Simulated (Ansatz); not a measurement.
Molecule: CCuO (charge +1, singlet). SMILES: [Cu][C+]=O

Atoms: Cu1, C2, O3. Bonds: Cu1-C2, C2-O3.

Bond lengths (Å) and angles (degrees) optimised at HF/STO-3G with Ansatz (an electronic-structure program); B3LYP/6-31G* with LANL2DZ past Ar with Ansatz; MP2/6-31G* with LANL2DZ past Ar with Ansatz, each started from the B3LYP-D3(BJ)/def2-TZVP structure (Ansatz) of the last column. A row stands for all coordinates that are equal there. 6-31G* holds six Cartesian d functions. No wavenumbers were computed at HF/STO-3G, MP2/6-31G* with LANL2DZ past Ar, so these may be saddle points.

| coordinate | HF/STO-3G | B3LYP/6-31G* with LANL2DZ past Ar | MP2/6-31G* with LANL2DZ past Ar | B3LYP-D3(BJ)/def2-TZVP |
|---|---|---|---|---|
| Cu1-C2 | 2.482 | 1.935 | 2.003 | 1.906 |
| C2-O3 | 1.140 | 1.126 | 1.141 | 1.114 |
| Cu1-C2-O3 | 180.0 | 180.0 | 180.0 | 180.0 |

Mean signed difference of all 2 bond lengths from B3LYP-D3(BJ)/def2-TZVP: HF/STO-3G 0.301 Å, B3LYP/6-31G* with LANL2DZ past Ar 0.020 Å, MP2/6-31G* with LANL2DZ past Ar 0.062 Å.
